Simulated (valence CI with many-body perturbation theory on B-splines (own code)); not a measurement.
# Valence orbitals of Se28+

Level of theory: valence CI with perturbative core correlation (CI+MBPT): four valence electrons over a frozen Dirac-Fock core [He], a basis of 11 s, 11 p, 9 d, 7 f, 5 g, 2 h, 1 i functions for each j, with the one-electron correlation potential Σ1, the two-electron term Σ2, the three-electron term Σ3, Breit, model QED; selected CI, second order for the rest (own B-spline code, finite nucleus).

No measured spectrum was set against this ion. As an estimate, large intervals hold to a few tenths of a per cent, small ones and those within an open d or f shell to about a per cent. Among the levels kept, up to 280 cm⁻¹ of a level comes from second order outside the variational space, and about a tenth of that is noise between levels of different J, which matters for small intervals.

These are the spectroscopic orbitals of the CI (the correlating ones are not listed), shaped by the core and the other valence electrons. h is the expectation value of the core's Dirac-Fock operator, without the valence repulsion; Σ1 is computed up to l = 3 at one energy for each symmetry, that of its lowest orbital but kept below the first core excitation, so for empty shells it is not the orbital's own correlation shift; Breit and QED include the response of the core.

| Orbital | h (hartree) | Σ1 (cm⁻¹) | Breit (cm⁻¹) | QED (cm⁻¹) | ⟨r⟩ (bohr) |
| --- | --- | --- | --- | --- | --- |
| 2s1/2 | -133.62 | -1203 | 9730 | 9076 | 0.1843 |
| 3s1/2 | -58.525 | -282 | 2674 | 2571 | 0.4289 |
| 4s1/2 | -32.632 | -108 | 1065 | 1039 | 0.7794 |
| 5s1/2 | -20.774 | -52.9 | 532 | 522 | 1.232 |
| 2p1/2 | -131.13 | -2816 | 19045 | -430 | 0.1566 |
| 3p1/2 | -57.795 | -607 | 5119 | -128 | 0.4057 |
| 4p1/2 | -32.328 | -230 | 2055 | -52.8 | 0.7600 |
| 5p1/2 | -20.619 | -112 | 1029 | -26.7 | 1.216 |
| 2p3/2 | -129.21 | -2549 | 8103 | 411 | 0.1598 |
| 3p3/2 | -57.229 | -550 | 2137 | 106 | 0.4103 |
| 4p3/2 | -32.09 | -208 | 891 | 42.2 | 0.7660 |
| 5p3/2 | -20.498 | -102 | 446 | 21.1 | 1.224 |
| 3d3/2 | -56.877 | -238 | 163 | -31.7 | 0.3514 |
| 4d3/2 | -31.941 | -100 | 88.1 | -12.0 | 0.7107 |
| 5d3/2 | -20.421 | -51.5 | 47.6 | -5.9 | 1.172 |
| 3d5/2 | -56.704 | -230 | 51.6 | 45.4 | 0.3530 |
| 4d5/2 | -31.868 | -96.8 | 27.7 | 20.1 | 0.7125 |
| 5d5/2 | -20.384 | -49.6 | 14.5 | 10.5 | 1.174 |
| 4f5/2 | -31.798 | -19.3 | 0.8 | -8.2 | 0.6173 |
| 5f5/2 | -20.351 | -10.9 | 0.7 | -4.1 | 1.081 |
| 4f7/2 | -31.763 | -19.0 | 0.2 | 6.7 | 0.6183 |
| 5f7/2 | -20.333 | -10.7 | 0.2 | 3.6 | 1.082 |
| 5g7/2 | -20.322 |  | 0.0 | -2.5 | 0.9466 |
| 5g9/2 | -20.311 |  | 0.0 | 2.0 | 0.9473 |

Among the shells of the start configuration 2s2 2p2, Σ1 is largest in size for 2p1/2, where it is 0.0098 % of h.

Lowest root of each symmetry, sizes in configuration state functions:

| J | Parity | Roots | Reference | Variational | Second order | Change by selected CI (cm⁻¹) | Change by second order (cm⁻¹) |
| --- | --- | --- | --- | --- | --- | --- | --- |
| 0 | even | 13 | 38 | 23442 | 68417 | -16933 | -1 |
| 1 | even | 21 | 83 | 39991 | 193043 | -16271 | -26 |
| 2 | even | 22 | 93 | 39999 | 374210 | -17638 | -77 |
| 3 | even | 12 | 63 | 39997 | 382247 | -20310 | -161 |
| 4 | even | 5 | 31 | 39996 | 239922 | -14804 | -8 |
| 5 | even | 2 | 11 | 21800 | 137301 | -16805 | -12 |
| 0 | odd | 8 | 37 | 19267 | 51451 | -20455 | -2 |
| 1 | odd | 20 | 94 | 40000 | 226772 | -20170 | -17 |
| 2 | odd | 20 | 100 | 39996 | 356870 | -11326 | -55 |
| 3 | odd | 11 | 70 | 39999 | 407559 | -18417 | -58 |
| 4 | odd | 4 | 36 | 37129 | 244761 | -22327 | -16 |
